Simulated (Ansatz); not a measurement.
Ansatz (a quantum-chemistry and plane-wave program) input (B3LYP-D3(BJ)/def2-TZVP):

Ansatz 0.2 input:
```yaml
crystal:
  periodic: [false, false, false]
  atoms:
    - {symbol: Co, position_ang: [0.00936547, -0.02351081, -0.77784714]}
    - {symbol: O, position_ang: [-0.02667031, 0.07624920, 0.75967135]}
basis:
  gaussian:
    orbitals: def2-TZVP
hamiltonian:
  xc: b3lyp
  dispersion: d3bj
magnetization: {spin_polarized: true, initial_magnetization: 3}
relax: {f_tol: 0.002, max_steps: 150}
```

End of the output:

```
mean field -39674.30021661 eV, -1458.0036407537 hartree, gradient 1.3e-5 eV, S^2 3.845641; 0 other end points of the search recorded, 0 dependent functions left out
the calculation of the forces begins
reference -39674.30040334 eV, -1458.0036476159 hartree; 19, 16 occupied and 57, 60 virtual orbitals, 671 factors
relax step   6: F+E_penalty+E_count = -39674.33007726 eV  Δ(F+E_penalty+E_count) = -1.130e-7 eV  max|allowed force component| = 2.843e-6 eV/Å  Δτ_max = 0.0000 Å  (47 SCF iters, accepted)
integrals: 0.02 GiB planned
671 factors; their error is unknown
mean field: 0.26 GiB planned
mean field evaluation 128: about -39674.2777 eV, gradient 2.2e0 eV
mean field -39674.30021661 eV, -1458.0036407537 hartree, gradient 1.3e-5 eV, S^2 3.845641; 5 other end points of the search recorded, 0 dependent functions left out
the calculation of the forces begins
reference -39674.30040334 eV, -1458.0036476159 hartree; 19, 16 occupied and 57, 60 virtual orbitals, 671 factors
Total energy: -39674.33026399 eV, -1458.0047449747 hartree
Atom 0 at     0.010323    -0.026160    -0.818680 Å, force    -0.000000     0.000000     0.000003 eV/Å
Atom 1 at    -0.027627     0.078899     0.800504 Å, force     0.000000    -0.000000    -0.000003 eV/Å
Dipole moment:     0.022384    -0.061966    -0.955030 e Å
```

The spin state was set by rule; other spins were not relaxed.
